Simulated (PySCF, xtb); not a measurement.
CH5AlS, SMILES C[S][AlH2].

xtb with GFN2-xTB at its own geometry gives an orbital gap of 4.02 eV and a dipole moment of 2.12 D.

The structure is a stationary point at PBE0-D3(BJ)/def2-TZVP.

Question: What does PBE0/def2-TZVPD run with PySCF give? (The exact figures need the calculation; the answer reports its results.)

Answer: gap 5.93 eV (levels -7.24 and -1.31 eV), dipole 1.45 D.
